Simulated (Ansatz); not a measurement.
`BN(B)[SiH2]C` + `CC[SeH]` → `CC[Se][SiH2]C` + `BNB`  (ligand exchange at the Si–N bond)

Calculated with Ansatz (gas phase, PBE0-D4/def2-TZVP geometries, no zero-point term in ΔE). CBS: MP2 limit from def2 TZ/QZ plus the TZ coupled-cluster correction, frozen cores. Functionals use def2-TZVPP. B3LYP here is the variant with VWN-RPA as its local correlation; programs differ in this. For Se outer-core shells are correlated without core-valence functions, which leaves a few kJ/mol of doubt a bond. Scalar relativity is left out up to krypton. Each species was taken in one conformer, which may not be the lowest.

| level | ΔE (eV) |
| --- | --- |
| ωB97M-V | -0.32 |
| PBE | -0.43 |
| B3LYP | -0.35 |
| HF/def2-TZVPP | -0.28 |
| SCS-MP2/def2-TZVPP | -0.30 |
| CCSD/def2-TZVPP | -0.28 |
| HF/def2-QZVPP | -0.27 |
| MP2/def2-QZVPP | -0.35 |

(1) What does CCSD(T)/CBS give? (An estimate is asked.)

Largest T1 diagnostic among the species: 0.011.

Answers

(1) Ansatz gave: -0.33 eV. The listed levels differ from it by 0.01, -0.10, -0.02, 0.05, 0.03, 0.05, 0.06, -0.02 eV.

CCSD(T)/CBS has its own doubt, a few kJ/mol and more with outer-core shells, so smaller differences from it don't rank the levels.
